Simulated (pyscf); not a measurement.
Single points on ωB97X-D3(BJ)/def2-SVP structures (PySCF, gas phase). MP2 and CC: frozen core, UHF for open shells. ΔMP2 is the change of the MP2 total energy from the triple- to the quadruple-zeta basis.

Question: Estimate by transition-state theory (the high-pressure limit) the rate constant of HO–AlH–O–SiH₃ (SMILES [OH][AlH][O][SiH3]) → HO–Al (SMILES [OH][Al]) [singlet] + HO–SiH₃ (SMILES O[SiH3]) (singlet surface; Al–O, Al–H broken, H–O formed) at 1200 K, with CCSD(T)/def2-TZVPP + ΔMP2(QZVPP) energies (ideal gas, 1 atm, RRHO with modes under 100 cm⁻¹ raised to 100, one conformer, R ln 2 for chiral ones without a mode under 150 cm⁻¹; no tunnelling).

Answer: The electronic barrier is 75.3 kcal/mol and the thermal terms add -4.2, so ΔG‡ = 71.1 kcal/mol. With k_BT/h = 2.50e+13 s⁻¹ and RT = 2.385 kcal/mol, k = 2.9e+00 s⁻¹, a half-life of 2.4e-01 s through this channel alone. Wigner's tunnelling factor for 1588i cm⁻¹ would be 1.15. A shift of 1 kcal/mol in the barrier changes k by a factor 1.5. On the product side the descent ends in an adduct with a Al–O, O–Si contact, 13.0 kcal/mol under the separated species and 34.3 kcal/mol under the saddle at ωB97X-D3(BJ)/def2-TZVP. What is counted as broken (Al–O) persists as a longer contact in the product adduct; parting that adduct is a step of its own. At ωB97X-D3(BJ)/def2-TZVP the barrier from the zero used here is 78.4 kcal/mol. This is the saddle that the search found; another between the same sides may lie lower. The CCSD(T) − MP2 part came from Ansatz, without density fitting, on the same reference.
